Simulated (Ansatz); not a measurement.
C$_{3}$H$_{7}$BFN (`N=CBCCF`), relaxed with RKS PBE-D4/def2-SVP in the Gaussian-basis code of Ansatz from a rough embedded geometry. The force threshold is 0.03 eV/Å; the program also tests the step.

The species carries charge 0 and has multiplicity 1.

Start:

```xyz
13

N    -2.467    0.536    1.276
C    -1.294    0.223    1.118
B    -0.807   -0.389   -0.233
C     0.769   -0.736   -0.514
C     1.656    0.439   -0.550
F     1.669    1.137    0.662
H    -3.227    0.411    0.538
H    -0.586    0.398    1.883
H    -1.566   -0.558   -1.094
H     0.837   -1.330   -1.382
H     1.067   -1.406    0.410
H     2.691    0.152   -0.794
H     1.257    1.122   -1.320
```

| step | energy (eV) | largest force (eV/Å) | largest move (Å) |
| --- | --- | --- | --- |
| 1 | -8090.4529 | 5.579 | 0.000 |
| 2 | -8091.0314 | 1.461 | 0.126 |
| 3 | -8091.0993 | 0.512 | 0.130 |
| 4 | -8091.1353 | 1.152 | 0.159 |
| 5 | -8091.1713 | 0.356 | 0.040 |
| 6 | -8091.1773 | 0.095 | 0.042 |
| 7 | -8091.1799 | 0.096 | 0.034 |
| 8 | -8091.1833 | 0.122 | 0.067 |
| 9 | -8091.1912 | 0.242 | 0.195 |
| 10 | -8091.1988 | 0.238 | 0.073 |
| 11 | -8091.2203 | 0.239 | 0.194 |
| 12 (rejected) | -8091.2120 | 0.597 | 0.192 |
| 13 | -8091.2384 | 0.104 | 0.096 |
| 14 | -8091.2492 | 0.045 | 0.100 |
| 15 | -8091.2579 | 0.193 | 0.145 |
| 16 | -8091.2609 | 0.263 | 0.083 |
| 17 | -8091.2654 | 0.209 | 0.052 |
| 18 | -8091.2694 | 0.112 | 0.073 |
| 19 | -8091.2704 | 0.262 | 0.088 |
| 20 | -8091.2725 | 0.162 | 0.010 |
| 21 | -8091.2747 | 0.106 | 0.110 |
| 22 | -8091.2761 | 0.094 | 0.033 |
| 23 | -8091.2769 | 0.054 | 0.027 |
| 24 | -8091.2772 | 0.083 | 0.046 |
| 25 | -8091.2775 | 0.031 | 0.019 |
| 26 | -8091.2776 | 0.019 | 0.014 |

End:

```xyz
13

N    -2.501    0.916    0.905
C    -1.256    0.556    0.907
B    -0.739   -0.661    0.056
C     0.664   -0.712   -0.649
C     1.644    0.405   -0.326
F     1.832    0.484    1.054
H    -3.058    0.193    0.403
H    -0.551    1.234    1.437
H    -1.534   -1.567   -0.156
H     0.490   -0.772   -1.750
H     1.113   -1.706   -0.409
H     2.639    0.239   -0.796
H     1.257    1.389   -0.677
```

It took 40 s on 4 threads of an Intel Xeon Platinum 8375C on a shared host, with 0.18 GiB of host memory at the peak.
